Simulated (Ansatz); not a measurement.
**How methods differ on GeHF (SMILES [F][GeH])**

GeHF: 3 atoms, total charge 0, spin state singlet. As SMILES, `[F][GeH]`. Geometry: relaxed at PBE0-D4/def2-TZVP.

```xyz
3

F     0.6721    1.0126    0.4697
Ge   -0.6579    0.1952   -0.3356
H    -0.0252   -1.2727   -0.1474
```

Each level gives the energy change with the F1–Ge2 bond stretched from 1.757 to 2.196 Å (eV). The values are calculated.

| level | kind | program | value (eV) | less FCI/STO-3G | CPU time (all runs) |
| --- | --- | --- | --- | --- | --- |
| revPBE/STO-3G (restricted) | GGA | Ansatz | 1.87 | +0.11 | 6.8 s |
| B3LYP/STO-3G (restricted) | global hybrid | Ansatz | 2.17 | +0.41 | 3.3 s |
| PBE0/STO-3G (restricted) | global hybrid | Ansatz | 2.20 | +0.44 | 2.2 s |
| r2SCAN0/STO-3G (restricted) | hybrid meta-GGA | Ansatz | 2.28 | +0.52 | 5.5 s |
| wB97M-V/STO-3G (restricted) | range-separated hybrid | Ansatz | 2.38 | +0.62 | 34 s |
| CCSD/STO-3G (restricted) | coupled cluster or CI | Ansatz | 1.81 | +0.05 | 0.57 s |
| CCSDT(Q)/STO-3G (restricted) | coupled cluster or CI | Ansatz | 1.73 | -0.03 | 1.8 s |
| CCSDTQ/STO-3G (restricted) | coupled cluster or CI | Ansatz | 1.76 | 0.00 | 55 s |
| FCI/STO-3G | exact in the basis | Ansatz | 1.76 | 0.00 | 1.8 s |

FCI/STO-3G is exact within its basis and frozen core, so for wave-function methods in that basis the difference is their error; functionals converge differently with the basis, so for them it is only a difference. All-electron rows without a relativistic Hamiltonian named are non-relativistic. The first shape isn't each level's own minimum. The values span 1.73 to 2.38 eV. All rows use very small basis sets, so none should be taken for the real molecule's value. In the correlated wave-function rows the outer d shell of Ge is correlated, in sets not made for it. In so small a basis fixed costs decide the times, and correlated methods can beat functionals. CPU times are rough (shared hosts, several kinds of processor and program).
